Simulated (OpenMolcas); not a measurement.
**Cu5+, Ag5+, Au5+: d⁶ down the group**

```json
{"Program": "OpenMolcas 26.06", "Method": "SS-CASPT2, IPEA 0.25 Eh, imaginary shift 0.1 Eh", "Basis": "ANO-RCC-VQZP", "Scalar Hamiltonian": "DKH2, point nucleus", "Spin-orbit coupling": "RASSI with atomic mean-field integrals over the reference wave functions, term energies averaged over their components"}
```

Active space for each ion: 6 electrons in 5 orbitals (d); closed shells correlated by CASPT2: Cu5+ 3s 3p; Ag5+ 4s 4p; Au5+ 5s 5p.

Computed levels in cm-1 above ⁵D₄:

| Level | Cu5+ | Ag5+ | Au5+ |
| --- | --- | --- | --- |
| ⁵D₃ | 1130 | 2560 | 9530 |
| ⁵D₁ | 2370 | 4760 | 13330 |
| ⁵D₀ | 2600 | 5180 | 13070 |
| ³H₆ | 30850 | 22370 | 25040 |
| ³H₅ | 31330 | 22690 | 39900 |
| ³P₁(1) | 32610 | 28620 | 49070 |
| ³P₀(1) | 33820 | 29310 | 72180 |
| ³F₂(1) | 33900 | 26160 | 30260 |
| ³G₅ | 37800 | 28710 | 24470 |
| weight of ⁵D in the lowest level (%) | 100 | 97 | 76 |

Mixed levels, with the weight of the term that names them: Ag5+ ³H₅ (73 %), Ag5+ ³P₀(1) (75 %), Ag5+ ³G₅ (73 %), Au5+ ⁵D₀ (69 %), Au5+ ³H₅ (53 %), Au5+ ³P₁(1) (68 %), Au5+ ³P₀(1) (51 %), Au5+ ³F₂(1) (61 %), Au5+ ³G₅ (53 %).

Measured, with the error of the calculation in %. Measured levels: Cu5+ from Sugar and Musgrove, J. Phys. Chem. Ref. Data 19, 527 (1990); Ag5+ from the list in Gamrath, thesis, University of Mons (2023).

```csv
Level,Cu5+,Ag5+
⁵D₃,1196 (-5.5),2692 (-4.9)
⁵D₁,2490 (-5.0),4941 (-3.7)
⁵D₀,2733 (-4.9),5380 (-3.7)
³H₆,30418 (+1.4),21512 (+4.0)
³H₅,31009 (+1.0),21812 (+4.0)
³P₁(1),32685 (-0.2),28232 (+1.4)
³P₀(1),33868 (-0.1),
³F₂(1),33740 (+0.5),25306 (+3.4)
³G₅,37378 (+1.1),27958 (+2.7)
```

The fine-structure level ⁵D₀ changes by a factor of 5.03 from Cu5+ to Au5+.

Without spin-orbit coupling ³H lies 30280, 21090, 19100 cm-1 above ⁵D in that order; the difference to the level ³H₆, of either sign, comes from spin-orbit coupling, which also lowers the zero.

CASPT2 does not keep the components of a term degenerate, so their means are used; among the terms shown or strongly mixed into the levels shown the widest spread is 110 cm-1 (3d⁶ ³F(1), Cu5+). Measured partners are found by configuration, term and J. A level has none where our copy of the source lacks it or the pairing is in doubt (some pairs that miss far off the trend of their configuration count as doubtful), and it then counts in no deviation. Only configurations of the active space appear.

A number in round brackets counts repeated terms of one configuration in the order of the reference energies.
